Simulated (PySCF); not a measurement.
PySCF job for FIn, SMILES [F][In] (connectivity only; charge and spin as stated), charge +1, multiplicity 2, TDA-PBE/def2-TZVPD. Geometry: B3LYP-D3(BJ)/def2-TZVP. The spin state was assumed, not searched. The def2 effective core potentials stand for the cores of In; spin–orbit coupling is left out.

```python
import numpy as np
from pyscf import gto, scf, dft, tdscf

mol = gto.M(
    atom='''
    In    0.00000000    0.00000000   -0.30049634
    F     0.00000000    0.00000000    1.63603565
    ''',
    basis='def2-TZVPD',
    ecp={'In': 'def2-tzvp'},
    charge=1,
    spin=1,
    max_memory=1600,
    verbose=4,
)
mf = dft.UKS(mol, xc='pbe').density_fit(auxbasis='def2-universal-jkfit')
mf.grids.level = 3
mf.conv_tol = 1e-9
mf.max_cycle = 100
mf.kernel()
fine, coarse = mf.grids, dft.Grids(mol).set(level=1).build(with_non0tab=True)
for _ in range(3):  # follow internal instabilities
    mf.grids = coarse
    mo, _, stable, _ = mf.stability(return_status=True, nroots=4)
    mf.grids = fine
    if stable:
        break
    mf.kernel(mf.make_rdm1(mo, mf.mo_occ))
mf.grids = dft.Grids(mol).set(level=1).build(with_non0tab=True)  # coarser grid for the response kernel
td = tdscf.TDA(mf)
td.nstates = 10
td.conv_tol = 1e-4
td.positive_eig_threshold = 1e-6
td.kernel(x0=td.get_init_guess(mf, 15))
td.analyze(verbose=3)
```

Program output:

```
PySCF version 2.14.0

[INPUT] verbose = 4
[INPUT] num. atoms = 2
[INPUT] num. electrons = 29
[INPUT] charge = 1
[INPUT] spin (= nelec alpha-beta = 2S) = 1
[INPUT] symmetry False subgroup None
[INPUT] Mole.unit = angstrom
[INPUT] Symbol           X                Y                Z      unit          X                Y                Z       unit  Magmom
[INPUT]  1 In     0.000000000000   0.000000000000  -0.300496340000 AA    0.000000000000   0.000000000000  -0.567855784034 Bohr   0.0
[INPUT]  2 F      0.000000000000   0.000000000000   1.636035650000 AA    0.000000000000   0.000000000000   3.091659308525 Bohr   0.0

nuclear repulsion = 51.6461867814949
number of shells = 32
number of NR pGTOs = 152
number of NR cGTOs = 96
basis = def2-TZVPD
ecp = {'In': 'def2-tzvp'}


[settings echo left out]
init E= -257.422413730062
  alpha nocc = 15  HOMO = -0.725140616413941  LUMO = -0.491202814028487
  beta  nocc = 14  HOMO = -0.748371749353677  LUMO = -0.725140616413942

WARN: HOMO -0.725140616413941 >= LUMO -0.725140616413942

cycle= 1 E= -289.064856661654  delta_E= -31.6  |g|= 1.34  |ddm|= 31.8
  alpha nocc = 15  HOMO = -0.419492111091675  LUMO = -0.227703258226492
  beta  nocc = 14  HOMO = -0.504841244844339  LUMO = -0.388120596264844
  HOMO = -0.419492111092  LUMO = -0.388120596265  gap/eV = 0.85366
cycle= 2 E= -288.661621445405  delta_E= 0.403  |g|=  1.9  |ddm|= 5.47
  alpha nocc = 15  HOMO = -0.516504335463179  LUMO = -0.306333326675795
  beta  nocc = 14  HOMO = -0.509381904055842  LUMO = -0.475470351619805
  HOMO = -0.509381904056  LUMO = -0.47547035162  gap/eV = 0.92278
cycle= 3 E= -289.555897632008  delta_E= -0.894  |g|= 0.466  |ddm|= 2.52
  alpha nocc = 15  HOMO = -0.537600874314666  LUMO = -0.30591058746088
  beta  nocc = 14  HOMO = -0.610616262152023  LUMO = -0.502938430566552
  HOMO = -0.537600874315  LUMO = -0.502938430567  gap/eV = 0.94321
cycle= 4 E= -289.603981862591  delta_E= -0.0481  |g|= 0.279  |ddm|= 0.977
  alpha nocc = 15  HOMO = -0.534490089467106  LUMO = -0.306524923179235
  beta  nocc = 14  HOMO = -0.561137044902446  LUMO = -0.494363737875396
  HOMO = -0.534490089467  LUMO = -0.494363737875  gap/eV = 1.09189
cycle= 5 E= -289.634419189076  delta_E= -0.0304  |g|= 0.0209  |ddm|= 0.436
  alpha nocc = 15  HOMO = -0.534796442292862  LUMO = -0.306819772165603
  beta  nocc = 14  HOMO = -0.563572886482059  LUMO = -0.49457772769448
  HOMO = -0.534796442293  LUMO = -0.494577727694  gap/eV = 1.09441
cycle= 6 E= -289.63458636281  delta_E= -0.000167  |g|= 0.00481  |ddm|= 0.0387
  alpha nocc = 15  HOMO = -0.535256567685924  LUMO = -0.306995159527264
  beta  nocc = 14  HOMO = -0.563284292555717  LUMO = -0.494923384184144
  HOMO = -0.535256567686  LUMO = -0.494923384184  gap/eV = 1.09752
cycle= 7 E= -289.634594040904  delta_E= -7.68e-06  |g|= 0.000831  |ddm|= 0.0075
  alpha nocc = 15  HOMO = -0.535300878631521  LUMO = -0.307024649114991
  beta  nocc = 14  HOMO = -0.56344476094376  LUMO = -0.494935163726336
  HOMO = -0.535300878632  LUMO = -0.494935163726  gap/eV = 1.09841
cycle= 8 E= -289.634594307322  delta_E= -2.66e-07  |g|= 0.000143  |ddm|= 0.00119
  alpha nocc = 15  HOMO = -0.535295599643277  LUMO = -0.307013018455535
  beta  nocc = 14  HOMO = -0.563444105462164  LUMO = -0.494920866310604
  HOMO = -0.535295599643  LUMO = -0.494920866311  gap/eV = 1.09865
cycle= 9 E= -289.63459431111  delta_E= -3.79e-09  |g|= 9.32e-05  |ddm|= 0.000303
  alpha nocc = 15  HOMO = -0.535296014278821  LUMO = -0.307014445769916
  beta  nocc = 14  HOMO = -0.563428827249206  LUMO = -0.49491904973819
  HOMO = -0.535296014279  LUMO = -0.494919049738  gap/eV = 1.09871
cycle= 10 E= -289.634594314725  delta_E= -3.61e-09  |g|= 2.49e-06  |ddm|= 0.000144
  alpha nocc = 15  HOMO = -0.535295763028579  LUMO = -0.307014058827221
  beta  nocc = 14  HOMO = -0.563429126448103  LUMO = -0.494918925595968
  HOMO = -0.535295763029  LUMO = -0.494918925596  gap/eV = 1.09871
cycle= 11 E= -289.634594314728  delta_E= -2.96e-12  |g|= 1.81e-06  |ddm|= 1.04e-05
  alpha nocc = 15  HOMO = -0.535295667467601  LUMO = -0.30701420145185
  beta  nocc = 14  HOMO = -0.563427955313426  LUMO = -0.494918792871811
  HOMO = -0.535295667468  LUMO = -0.494918792872  gap/eV = 1.09871
Extra cycle  E= -289.634594314711  delta_E= 1.77e-11  |g|= 7.22e-06  |ddm|= 1.38e-05
converged SCF energy = -289.634594314711  <S^2> = 0.75243786  2S+1 = 2.0024364
tot grids = 13392
uhf_internal: lowest eigs of H = [0.37174656 0.41404276 0.41452642 0.46761352]
<class 'pyscf.df.df_jk.DFUKS'> wavefunction is stable in the internal stability analysis
tot grids = 13392
Overwritten attributes  positive_eig_threshold  of <class 'pyscf.tdscf.uks.TDA'>


******** <class 'pyscf.tdscf.uks.TDA'> for <class 'pyscf.df.df_jk.DFUKS'> ********
nstates = 10
deg_eia_thresh = 1.000e-03
wfnsym = None
conv_tol = 0.0001
eigh lindep = 1e-12
eigh level_shift = 0
eigh max_cycle = 100


Excitation energies (eV)
[1.80548489 1.80548489 4.4748786  5.78995508 5.78995508 6.54552903
 6.54555596 6.56081331 6.60620485 6.9606368 ]

** Excitation energies and oscillator strengths **
Excited State   1:      1.80548 eV    686.71 nm  f=0.0010
Excited State   2:      1.80548 eV    686.71 nm  f=0.0010
Excited State   3:      4.47488 eV    277.07 nm  f=0.0689
Excited State   4:      5.78996 eV    214.14 nm  f=0.1074
Excited State   5:      5.78996 eV    214.14 nm  f=0.1074
Excited State   6:      6.54553 eV    189.42 nm  f=0.0000
Excited State   7:      6.54556 eV    189.42 nm  f=0.0000
Excited State   8:      6.56081 eV    188.98 nm  f=0.0016
Excited State   9:      6.60620 eV    187.68 nm  f=0.0000
Excited State  10:      6.96064 eV    178.12 nm  f=0.0000
```

Self-consistency was reached.
